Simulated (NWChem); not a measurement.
SnNH$_{4}$F; SMILES [NH2][SnH2][F]

```xyz
7

Sn     0.2860    -0.0083     0.0000
N     -0.8746     1.6443     0.0000
F     -0.8405    -1.6033     0.0000
H      1.1567    -0.0813     1.4651
H      1.1567    -0.0813    -1.4651
H     -1.4625     1.7483     0.8242
H     -1.4625     1.7483    -0.8242
```
Atoms are numbered in this order, from 1.

Geometry: optimised at PBE0/def2-SVP. No frequency run checked for a minimum. def2 effective core potentials on Sn; no spin-orbit coupling.

Symmetry labels are those of Cs in the frame above (b1 and b2, or b-type labels, depend on it).

Question: List the 4 lowest vertical singlet excitations from CAM-B3LYP/def2-SVPD with def2 effective core potentials on Sn, TDA (NWChem).

Answer: 
```tsv
state	energy (eV)	oscillator strength	symmetry	leading excitation (squared amplitude)
S1	6.38	0.075	a'	HOMO → LUMO (0.45)
S2	7.05	0.013	a'	HOMO → LUMO+1 (0.79)
S3	7.08	0.023	a'	HOMO → LUMO+2 (0.58)
S4	7.68	0.010	a"	HOMO−1 → LUMO (0.79)
```
